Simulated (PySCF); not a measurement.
Molecule: `InChI=1S/C3H2F3N/c4-3(5,6)1-2-7/h1H2`.

Atoms are numbered as in `[N:1]#[C:2][CH2:3][C:4]([F:5])([F:6])[F:7]`; H(Xn) means a hydrogen on atom n.

Geometry PBE0-D3(BJ)/def2-SVP throughout; GIAO in PySCF 2.14, gas phase, one conformer, non-relativistic; equivalent atoms averaged; basis pcSseg-2.

(1) How do the shifts δ (against NH3, TMS, CFCl3 at the same level) depend on the functional? (ppm; last column core-seconds on shared hosts with different chips, so compare them loosely)

(2) Which nucleus moves most, in ppm?

Answers

(1) 
```tsv
functional	kind	N1	C4	C2	C3	F5/F6/F7	H(C3)	core-s
LDA	LDA	324.4	141.3	120.1	27.4	-89.9	2.97	50
PBE	GGA	309.1	137.5	115.4	27.1	-90.8	2.91	63
BLYP	GGA	307.7	138.2	113.9	27.5	-90.9	2.93	35
KT3	GGA	286.2	130.4	106.3	26.1	-94.3	2.95	63
B3LYP	global hybrid	312.2	133.9	117.3	26.9	-78.5	2.88	47
PBE0	global hybrid	313.4	132.1	119.2	26.4	-76.0	2.85	47
WP04	global hybrid	301.6	136.7	114.0	28.3	-74.6	2.95	50
BHandHLYP	global hybrid	316.6	126.8	120.7	25.7	-64.8	2.84	27
wB97X-D	range-separated hybrid	312.3	132.4	120.5	27.1	-69.5	2.80	46
```

(2) N1 (nitrile nitrogen): from 286.2 ppm with KT3 to 324.4 ppm with LDA. The smallest spread is 0.17 ppm, at H(C3). Proton shifts span only some 12 ppm, so a few tenths of a ppm matter as much there as several ppm in carbon.
